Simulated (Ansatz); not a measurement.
Redistribution: Si(CH3)2(OH)2 + C2H10Si2 → Si(CH3)2(OH)(SiH3) + C2H8OSi

Species: Si(CH3)2(OH)2 (dimethylsilanediol), singlet; C2H10Si2 `CC[SiH2][SiH3]`, singlet; Si(CH3)2(OH)(SiH3), singlet; C2H8OSi `CC[SiH2]O`, singlet. The partners trade OH for SiH3; both sit on Si, so the bond types are kept.

Shapes, held fixed at every level: PBE0-D4/def2-TZVP. Flexible molecules stand in one conformer, not always the lowest. Programs: Ansatz 0.2.0. Electronic energies: no zero-point or thermal term.

```json
{"level": "HF/def2-TZVPP", "kind": "Hartree–Fock", "ΔE (kJ/mol)": "+31.7", "less CCSD(T)/CBS estimate": "0.0"}
{"level": "r2SCAN-D4/def2-TZVPP", "kind": "meta-GGA", "ΔE (kJ/mol)": "+32.3", "less CCSD(T)/CBS estimate": "+0.6"}
{"level": "B3LYP-D4/def2-TZVPP", "kind": "global hybrid", "ΔE (kJ/mol)": "+29.7", "less CCSD(T)/CBS estimate": "-2.0"}
{"level": "PBE0-D4/def2-TZVPP", "kind": "global hybrid", "ΔE (kJ/mol)": "+31.8", "less CCSD(T)/CBS estimate": "+0.1"}
{"level": "wB97M-V/def2-TZVPP", "kind": "range-separated hybrid", "ΔE (kJ/mol)": "+31.7", "less CCSD(T)/CBS estimate": "0.0"}
{"level": "CCSD/def2-TZVPP", "kind": "coupled cluster or CI", "ΔE (kJ/mol)": "+32.7", "less CCSD(T)/CBS estimate": "+1.0"}
{"level": "CCSD(T)/CBS estimate", "kind": "coupled cluster or CI", "ΔE (kJ/mol)": "+31.7", "less CCSD(T)/CBS estimate": "0.0"}
```

The highest level, CCSD(T)/CBS estimate, gives ΔE = +31.7 kJ/mol; the levels span +29.7 to +32.7. The column of differences is taken from that level and isn't an error. No measured value is set beside it here. The CBS estimate extrapolates MP2 from def2-TZVPP and def2-QZVPP and adds CCSD(T) − MP2 in the triple-zeta set, cores frozen.
